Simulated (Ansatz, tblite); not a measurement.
Forces on Li₄H₄ at its r2SCAN-D4/def2-TZVP geometry. Charge 0, multiplicity 1.

The xTB rows come from tblite. The structure comes from a short search, and lower isomers may exist.

GFN1-xTB (tblite), largest force 0.30 eV/Å:

```xyz
8
positions Å, forces eV/Å
Li   -1.173    0.884    0.442    0.229   -0.173   -0.086
Li   -0.245   -1.442    0.460    0.048    0.282   -0.090
Li    1.298    0.523    0.626   -0.254   -0.102   -0.122
Li    0.119    0.035   -1.528   -0.023   -0.007    0.299
H     0.261    1.539   -0.492    0.020    0.117   -0.037
H    -1.386   -0.558   -0.668   -0.106   -0.043   -0.051
H    -0.127   -0.038    1.631   -0.010   -0.003    0.125
H     1.252   -0.943   -0.472    0.095   -0.072   -0.036
```

GFN2-xTB (tblite), largest force 0.24 eV/Å:

```
Li 0.034 -0.026 -0.013
Li 0.007 0.042 -0.013
Li -0.038 -0.015 -0.018
Li -0.003 -0.001 0.045
H 0.038 0.225 -0.072
H -0.203 -0.082 -0.098
H -0.019 -0.005 0.239
H 0.183 -0.138 -0.069
```

PBE-D4/def2-TZVP (Ansatz), largest force 0.05 eV/Å:

```
Li 0.042 -0.032 -0.016
Li 0.009 0.051 -0.016
Li -0.046 -0.019 -0.022
Li -0.004 -0.001 0.055
H 0.005 0.030 -0.009
H -0.027 -0.011 -0.013
H -0.002 -0.001 0.032
H 0.024 -0.018 -0.009
```
